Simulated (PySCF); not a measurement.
CH10O2Si3.

```xyz
16

C      2.2500    -0.2430     0.8630
Si     1.3277     0.4899    -0.5987
O      1.3847    -0.4819    -1.9675
Si    -0.9137     0.7137     0.0353
O     -1.0920     1.4768     1.5283
Si    -1.6948    -1.4671     0.2951
H      3.3253    -0.3581     0.6538
H      2.1322     0.4146     1.7407
H      1.8425    -1.2308     1.1342
H      1.9636     1.7777    -0.9984
H      0.8465    -1.2799    -1.9553
H     -1.7206     1.3917    -1.0306
H     -0.8037     2.3947     1.5692
H     -0.9729    -2.1368     1.4180
H     -3.1649    -1.5718     0.5225
H     -1.3572    -2.2123    -0.9621
```
Charge 0, spin multiplicity 1.

The structure is a stationary point at ωB97X-D3(BJ)/def2-SVP. The structure was generated by enumeration; whether it is a known compound was not checked. Other conformers were not sampled.

Level of theory: B3LYP/pcSseg-1 run with PySCF. Non-relativistic, no solvent.

Computed absolute GIAO shielding of each atom: isotropic value and principal components (ppm):
```
atom  σ(iso)    σ11    σ22    σ33   span
----  ------  -----  -----  -----  -----
C1     177.6  164.4  181.8  186.7   22.4
Si2    343.8  281.2  345.5  404.7  123.5
O3     306.8  276.5  299.9  344.1   67.6
Si4    351.0  268.8  321.0  463.4  194.6
O5     338.7  286.3  338.3  391.7  105.3
Si6    449.8  440.3  452.5  456.6   16.2
H7      30.6   26.6   27.7   37.4   10.8
H8      31.3   27.0   29.6   37.2   10.1
H9      30.9   26.7   30.0   36.0    9.2
H10     26.4   23.7   24.6   30.9    7.2
H11     31.3   22.6   28.2   43.1   20.5
H12     25.9   23.1   25.0   29.7    6.5
H13     31.7   23.3   26.6   45.3   22.1
H14     27.8   24.5   26.9   32.1    7.6
H15     27.7   24.6   25.2   33.5    8.9
H16     28.4   24.9   27.6   32.5    7.6
```
